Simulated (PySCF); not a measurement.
Atoms are numbered as in `[CH2:1]=[CH:2][c:3]1[cH:4][s:5][cH:6][n+:7]1[CH3:8]`. Each H is labelled by its parent atom. Ha(C1) is cis to C3; Hb(C1) is trans to C3.

Geometry: GFN2-xTB; GIAO absolute shieldings from PySCF 2.14.0 with density-fitted response routines, gas phase, non-relativistic, averaged over equivalent atoms.

At PBE0/6-31G* (132 basis functions, 38 s wall time on 1 thread of an AMD EPYC 7571, shared host):
```
 atoms  σ (ppm)
    C6     44.3
    C3     55.3
    C1     65.5
    C4     76.6
    C2     84.6
    C8    158.6
    S5    291.6
    N7     67.2
 H(C6)    23.72
 H(C4)    24.45
Ha(C1)    25.41
Hb(C1)    25.55
 H(C2)    25.55
 H(C8)    28.12
```

Predict the values at PBE0/pcSseg-1 on the same geometry.

## Answers


```tsv
atoms	σ at PBE0/pcSseg-1	change
C6	23.1	-21.2
C3	32.9	-22.4
C1	43.5	-22.0
C4	57.2	-19.4
C2	63.6	-21.0
C8	146.9	-11.7
S5	222.1	-69.5
N7	36.8	-30.4
H(C6)	22.97	-0.75
H(C4)	23.46	-0.99
Ha(C1)	24.51	-0.90
Hb(C1)	24.65	-0.90
H(C2)	24.80	-0.75
H(C8)	27.37	-0.75
```

The largest change is at S5 (aromatic ring sulfur). Cost: 183 basis functions, 54 s wall time on 1 thread of an AMD EPYC 7571, shared host. The order of the carbon signals is the same at both levels.
